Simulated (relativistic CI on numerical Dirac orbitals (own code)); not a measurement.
Ta3+: L2,3 absorption edge

Computed with this model: Dirac-Coulomb-Breit CI, separate exchange-only KLI orbitals for each configuration, model QED (radiative potential, 1s self-energy scaled to tabulated hydrogen-like ionisation energies), valence Slater integrals scaled by 0.7, multiplet model of core-to-valence dipole absorption; configurations [Xe] 4f14 5d2 → [He] 2s2 2p5 3s2 3p6 3d10 4s2 4p6 4d10 4f14 5s2 5p6 5d3; 300 K; Lorentzian 7.5 eV and Gaussian 1 eV FWHM. Energies are those of the free ion, without screening or charge transfer. The branching ratio is the share of the lower-energy edge in the whole absorption, uncertain by about 0.02 where the edges overlap. S is read from ⟨S²⟩ = S(S + 1).

Field parameters in Wybourne normalisation: Oh B⁴₀ = 21Dq, B⁴₄ = √(5/14) B⁴₀. The field is a parameter set, without covalency.

free ion: ground-state S = 0.95, centroid 10120.56 eV, branching ratio 0.808. Peaks (eV, height): 9879.5 (100), 11136.0 (23).

Oh, 10Dq = 15850 cm⁻¹: ground-state S = 0.97, centroid 10176.54 eV, branching ratio 0.764. Peaks (eV, height): 9880.0 (100), 11136.5 (30).

Oh, 10Dq = 33450 cm⁻¹: ground-state S = 0.98, centroid 10195.82 eV, branching ratio 0.749. Peaks (eV, height): 9880.5 (100), 11136.5 (33).

Oh, 10Dq = 42300 cm⁻¹: ground-state S = 0.98, centroid 10199.89 eV, branching ratio 0.746. Peaks (eV, height): 9881.5 (100), 11136.5 (34).

The statistical ratio of this edge is 2/3 = 0.667. Values above it arise where the holes sit mainly in the j = l + 1/2 valence subshell or the ground state has high spin; values below it where core-valence Coulomb terms move weight to the upper edge, as in nearly empty shells. At deep edges of heavy elements the radial integrals of the two core levels differ, which raises the baseline.

Strongest unbroadened transitions for Oh, 10Dq = 15850 cm⁻¹:

| Energy (eV) | Relative strength |
| --- | --- |
| 9877.89 | 100.0 |
| 9879.10 | 67.6 |
| 9879.17 | 72.9 |
| 9879.67 | 22.0 |
| 9879.99 | 47.2 |
| 9880.00 | 96.7 |
| 9880.07 | 35.6 |
| 9880.53 | 79.2 |
| 9880.61 | 26.7 |
| 9881.04 | 27.3 |
| 9881.08 | 23.1 |
| 9881.16 | 20.2 |
| 9881.67 | 19.9 |
| 11134.74 | 33.4 |
| 11134.84 | 29.5 |
| 11135.92 | 25.7 |
| 11135.98 | 30.6 |
| 11136.66 | 20.7 |
